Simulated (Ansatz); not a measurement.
`C[SiH](F)Cl` + `C[SiH3]` → `C[SiH2][SiH](F)Cl` + CH₄  (formal exchange of groups at the Si–C bond)

Program: Ansatz. Geometries: PBE0-D4/def2-TZVP. ΔE: electronic, gas phase. CCSD(T)/CBS is the MP2 limit (def2-TZVPP, def2-QZVPP) plus CCSD(T) − MP2 in def2-TZVPP, frozen cores. This one scheme is used for every species. Each species was taken in one conformer, which may not be the lowest.

```tsv
species	HF/CBS(def2) energy (Eh)
`C[SiH](F)Cl`	-888.32737
`C[SiH3]`	-330.33431
`C[SiH2][SiH](F)Cl`	-1178.43494
CH₄	-40.21695
```

Work out ΔE.

ΔE = (-1178.43494) + (-40.21695) − (-888.32737) − (-330.33431) = 0.00979 Eh = +6.1 kcal/mol. CCSD(T)/CBS gives +3.2 kcal/mol.

Largest T1 diagnostic among the species: 0.011.

From PBE to PBE0 (25 % exact exchange), in def2-TZVPP and without D4, ΔE moves by +1.3 kcal/mol. In def2-TZVPP, CCSD(T) changes the Hartree–Fock value by −2.3 kcal/mol (the triples alone add −0.5 kcal/mol) and MP2 by −1.3 kcal/mol. The D4 term adds −1.3 kcal/mol with B3LYP and −0.8 kcal/mol with PBE0; it sums over pairs of atoms, weighted by their polarisabilities, and B3LYP, whose exchange is more repulsive, gets the larger term.

B3LYP here is the variant with VWN-RPA as its local correlation; programs differ in this.
